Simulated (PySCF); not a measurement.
# State search for MgHg

Unrestricted PBE0; Mg cc-pVDZ, Hg cc-pVDZ-PP with ECP60; scalar-relativistic core potentials (PySCF 2.14). Outer shells of the fragments: Mg 3s2; Hg 5d10 6s2.

Followed along the bond (rough minima from three points):

| 2Ms+1 | unpaired | ⟨S²⟩ at the start | R at minimum (Å) | Te (eV) |
| --- | --- | --- | --- | --- |
| 1 | none | 0.00 | 3.50 | 0.00 |
| 3 | σ ↑, π ↑ | 2.00 | 2.70 | 1.97 |

Solutions found at the starting distance of 2.730 Å, counted from the lowest of them; the search is not exhaustive and high or unbound solutions are not listed, so other states can lie among these:

```
2Ms+1  unpaired   term  E (eV)  ⟨S²⟩  ⟨Lz²⟩  μ (D)
    1      none    ¹Σ⁺    0.00  0.00   0.00   0.17
    3  σ ↑, π ↑     ³Π    1.74  2.00   1.00  -0.32
    3      σ ↑↑    ³Σ⁺    2.01  2.00   0.00  -1.62
    1  σ ↑, π ↓  mixed    2.12  1.01   1.00  -0.89
    3      π ↑↑    ³Σ⁻    4.55  2.03   0.00  -0.92
    1      π ↑↓  mixed    4.75  1.00   2.00  -1.11
    1      none  mixed    5.18  0.00   2.00  -1.47
    3      π ↑↑  mixed    6.31  2.01   2.00  -4.50
    3  π ↑, δ ↑  mixed    9.33  2.02   4.23  -0.90
    3      π ↑↑  mixed    9.38  2.03   2.00  -1.09
    3  π ↑, δ ↑  mixed    9.41  2.02   5.01  -0.77
    1  π ↑, δ ↓  mixed    9.48  1.01   4.30  -0.84
```

A term symbol is given only where ⟨S²⟩ and ⟨Lz²⟩ are close to those of a pure state; real π, δ and φ orbitals otherwise mix terms. A positive dipole means Mg(−)Hg(+).

Compare the gap between the two lowest followed solutions at the starting distance with the gap between their minima.

At PBE0 the second solution (triplet, unpaired electrons σ ↑, π ↑) lies +1.74 eV from the first (singlet, closed shell) at 2.730 Å and +1.97 eV at the minima; the two curves relax by different amounts, since their minima lie near 2.70 and 3.50 Å.

Spin–orbit coupling is left out. Counting both spins, an empty level lies below a filled one in some of these solutions, because spin and occupation are held.
